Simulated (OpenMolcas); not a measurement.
Sc: CASPT2 settings compared

```yaml
Program: OpenMolcas 26.06
Basis: ANO-RCC-VDZP [5s4p2d1f]
Scalar_Hamiltonian: DKH2, point nucleus
Active_space: 3 electrons in 6 orbitals (3d 4s)
State_averaging: 2S+1 = 2 even, 29 roots; 2S+1 = 4 even, 10 roots kept (CI in the orbitals of an earlier block)
Spin-orbit_coupling: RASSI with atomic mean-field integrals over the reference wave functions, term energies averaged over their components
```

Methods on the same reference wave functions:
A. CASSCF
B. SS-CASPT2, IPEA 0.2 Eh, sigma1 regulariser 0.5 Eh (closed shells correlated: none)
C. MS-CASPT2, IPEA 0.2 Eh, sigma1 regulariser 0.5 Eh (closed shells correlated: none)
D. XMS-CASPT2, IPEA 0.3 Eh, sigma2 regulariser 0.4 Eh (closed shells correlated: 3s 3p)

Energies in eV above 3d 4s² ²D_3/2, the measured ground level; measured values from NIST Handbook of Basic Atomic Spectroscopic Data.

```
        Level       A       B       C       D  Measured
3d 4s² ²D_3/2  0.0000  0.0000  0.0000  0.0000    0.0000
3d 4s² ²D_5/2  0.0173  0.0173  0.0175  0.0177    0.0209
3d² 4s ⁴F_3/2  0.6842   1.341   1.345   1.796    1.4283
3d² 4s ⁴F_5/2  0.6902   1.347   1.351   1.802    1.4330
3d² 4s ⁴F_7/2  0.6986   1.355   1.360   1.811    1.4395
3d² 4s ⁴F_9/2  0.7094   1.366   1.370   1.822    1.4478
3d² 4s ²F_5/2  1.5621   1.942   1.946   2.474    1.8506
3d² 4s ²F_7/2  1.5788   1.958   1.963   2.491    1.8650
3d² 4s ⁴P_1/2  1.8306   2.309   2.313   2.666          
3d² 4s ⁴P_3/2  1.8341   2.312   2.317   2.670          
3d² 4s ⁴P_5/2  1.8394   2.316   2.321   2.675          
3d² 4s ²D_3/2  1.9698   2.364   2.373   2.813          
3d² 4s ²D_5/2  1.9714   2.366   2.375   2.814          
3d² 4s ²G_7/2  2.4368   2.875   2.880   3.302          
3d² 4s ²G_9/2  2.4368   2.876   2.880   3.302          
3d² 4s ²P_1/2  2.6146   2.790   2.795   3.299          
3d² 4s ²P_3/2  2.6219   2.798   2.802   3.306
```

Deviations, from unrounded energies. A percentage is the sum of absolute deviations over the sum of measured energies, with the sign that they share, or ± where signs differ.

```json
{"Against measurement": "mean absolute deviation (cm-1)", "Levels": "7", "A": "4100", "B": "610", "C": "600", "D": "3200"}
{"Against measurement": "fine structure of the ground term (%)", "Levels": "1", "A": "-17.3", "B": "-17.3", "C": "-16.1", "D": "-15.4"}
{"Against measurement": "other configurations (%)", "Levels": "6", "A": "-37.4", "B": "±5.6", "C": "±5.5", "D": "+28.9"}
```

B, C lie about equally close to measurement and A furthest from it. The largest miss of C in the table is 3d² 4s ²F_7/2, by +790 cm-1. The ranking rests on the paired levels alone, and a cruder setting can come out closer through cancelling errors.

Among B to D the level of the table that moves most is 3d² 4s ²F_7/2, by 4300 cm-1 (lowest in B, highest in D). Moves below CASPT2's spread within the term are not significant.

The two smallest mean deviations differ by little beside CASPT2's spread within terms, so their order carries little weight.

The lowest spin-free term lies below A's lowest term by 0.034 hartree in B, 0.034 hartree in C, 0.295 hartree in D.

CASPT2 breaks the degeneracy within a term, and the mean is taken; among the terms shown or strongly mixed into the levels shown the widest spread is 1700 cm-1 (3d² 4s ²F, D). Terms from blocks run as CI alone lack orbitals of their own. A single d shell beside an s shell can misplace configurations of different d count against each other. Without dynamic correlation excited terms often stand tens of per cent too high (terms of higher spin than the ground term too low), and those without a measured partner can miss by more than the paired ones (holds for A). The CASPT2 spread within a term exceeds the gap to the next term for 3d² 4s ²F and 3d² 4s ⁴P, 3d² 4s ²G and 3d² 4s ²P, so the order of their levels is uncertain, and so are names and mixing where such terms share a J (holds for D). Measured partners are found by configuration, term and J. A level has none where our copy of the source lacks it or the pairing is in doubt (some pairs that miss far off the trend of their configuration count as doubtful), and it then counts in no deviation. Levels of configurations outside the active space are missing.
